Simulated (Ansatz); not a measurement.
This geometry of CH₃BSSi (7 atoms, charge 0, multiplicity 1) is a first-order saddle point.

Theory: RKS PBE0-D4/6-31G* (Ansatz).

```xyz
7
Properties=species:S:1:pos:R:3
B -2.037 0.220 -0.990
C -0.937 0.096 -0.206
Si 0.423 -0.045 0.764
S 2.213 -1.102 0.257
H -2.995 0.332 -1.666
H 0.519 0.525 2.130
H 2.815 -0.025 -0.289
```

Question: Which two structures does it join? (They come from a converged band through this point; their orientation in space is the band's.)

Answer: No bond is made or broken. The dihedral C2–Si3–S4–H7 goes from 0 to 180°.

Image 0:

```xyz
7
Properties=species:S:1:pos:R:3
B -1.881 0.229 -1.014
C -0.837 0.144 -0.158
Si 0.437 0.048 0.925
S 2.442 -0.421 0.469
H -2.791 0.302 -1.758
H 0.403 0.269 2.389
H 2.227 -0.571 -0.853
```

Image 8:

```xyz
7
Properties=species:S:1:pos:R:3
B -2.166 0.287 -0.999
C -1.002 0.151 -0.322
Si 0.433 -0.011 0.519
S 2.281 -0.513 -0.371
H -3.181 0.408 -1.582
H 0.645 0.163 1.978
H 2.990 -0.484 0.776
```

Question: How far does it lie above each of them?

Answer: 0.35 eV above the first and 0.29 eV above the second. This is the barrier of this one path; another mechanism may lie lower.

Time of the run: 6.6 min on 1 CPU thread of a shared host.
